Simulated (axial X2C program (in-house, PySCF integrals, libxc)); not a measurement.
# Potential curves of PdH⁻, two-component

All values were computed with an axial X2C code built on PySCF integrals. Two-component (2c) means X2C with spin–orbit coupling and atomic mean-field two-electron Coulomb and Gaunt terms. Basis: Pd dyall-acv3z [13s13p9d5f3g], H dyall-av3z [7s3p2d] (cores contracted in-house); Gaussian nuclei, density fitting, unrestricted open shells. Masses: Pd 105.903 u, H 1.008 u.

State: Ω = 0 (closed shell). Energies in kJ/mol from the fragments at the same level (Pd + H-). Fits are polynomials in 1 − R0/R over 0.85 to 1.23 times the lowest point R0.

```
 R (Å)    B97-3     PBE0
1.3415  -224.80  -246.36
1.4032  -245.72  -267.50
1.4495  -254.91  -276.72
1.4957  -259.79  -281.53
1.5420  -261.29  -282.85
1.5960  -259.75  -280.96
1.6499  -255.54  -276.29
1.7193  -247.39  -267.36
1.8041  -234.75  -253.60
1.9275  -213.85  -230.85
```

The state is one determinant whose occupation by symmetry is held fixed; it was picked as the lowest of a PBE0 search that is not exhaustive. Dissociation energies refer to the lowest single-determinant-based atoms at the same level and basis. The highest occupied level of some functionals is positive through self-interaction error; at Hartree–Fock it is bound.

Q: What are Re, ωe and De at the B97-3 level?

A: At B97-3, 2c: Re = 1.543 Å, ωe ≈ 1860 cm⁻¹, De = 2.71 eV to Pd + H-; Be follows as 7.09 cm⁻¹.

Q: Fit the PBE0 curve near its minimum: give the equilibrium distance, the harmonic wavenumber and the well depth.

A: At PBE0, 2c: Re = 1.539 Å, ωe ≈ 1910 cm⁻¹, De = 2.93 eV to Pd + H-; Be follows as 7.13 cm⁻¹.
